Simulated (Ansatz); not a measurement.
# One elementary step

Start structure (BH$_{3}$SOF$_{2}$, closed shell), relaxed at PBE0-D4/def2-TZVP:

```xyz
8
angstrom
B -0.3735 0.4442 -0.3532
S 1.4327 0.6623 -0.8259
F -1.1933 -0.1376 -1.2390
F -0.8873 1.4758 0.3573
H 0.6492 -0.8231 1.1487
O -0.2925 -0.7965 0.9260
H 1.4405 -0.3425 -1.7153
H -0.7757 -0.4826 1.7014
```

The step: BHSF₂ ([F][B]([F])[SH]) + H₂O → BHOF₂ ([OH][B]([F])[F]) + H₂S; bonds formed: S2–H5; dative contacts that become bonds: B1–O6; bonds broken: B1–S2, H5–O6. Program: Ansatz 0.2.0. Basis: def2-TZVPP and def2-QZVPP. Cores are frozen in the correlated methods. Extrapolation: Hartree–Fock as exp(−7.88 √X), correlation as X^−2.97. Energies below are by CCSD(T) at an estimated basis limit (MP2 extrapolated from triple and quadruple zeta, plus CCSD(T) − MP2 in triple zeta).

(1) What are the electronic barrier and the energy of the step, from the start structure to the end structure? (To be estimated.)

The T1 diagnostic stays at or below 0.013.

## Answers

(1) By the calculation: Barrier 67.6 kJ/mol; step energy -63.1 kJ/mol (downhill); reverse barrier, their difference, 130.7 kJ/mol. Barrier and step energy count from the start structure, the reverse barrier from the end structure.

The saddle point: One imaginary mode of 1171i cm⁻¹.
```json
{"pair": "B1–O6", "start (Å)": "1.78", "saddle (Å)": "1.52", "end (Å)": "1.35"}
{"pair": "S2–H5", "start (Å)": "2.59", "saddle (Å)": "1.60", "end (Å)": "1.34"}
{"pair": "B1–S2", "start (Å)": "1.88", "saddle (Å)": "2.10", "end (Å)": "3.15"}
{"pair": "H5–O6", "start (Å)": "0.97", "saddle (Å)": "1.27", "end (Å)": "3.57"}
```

Zero-point energy (harmonic, PBE0-D4): ZPE is 117.3 kJ/mol at the start and 105.4 kJ/mol at the saddle, so the barrier goes from 67.6 to 55.7 kJ/mol.

Labels in which every atom is bracketed show which atoms are joined, not bond orders.

For scale, one of the runs: CCSD(T)/def2-TZVPP, 208 basis functions, launched by `ansatz run in.yaml --threads 4 --pin off --events-out ev --progress --plain --max-ram 9574MiB`. Hardware: 4 CPU threads of an Arm Neoverse V1, shared host. Wall time 71 s; peak host memory 3 GiB.
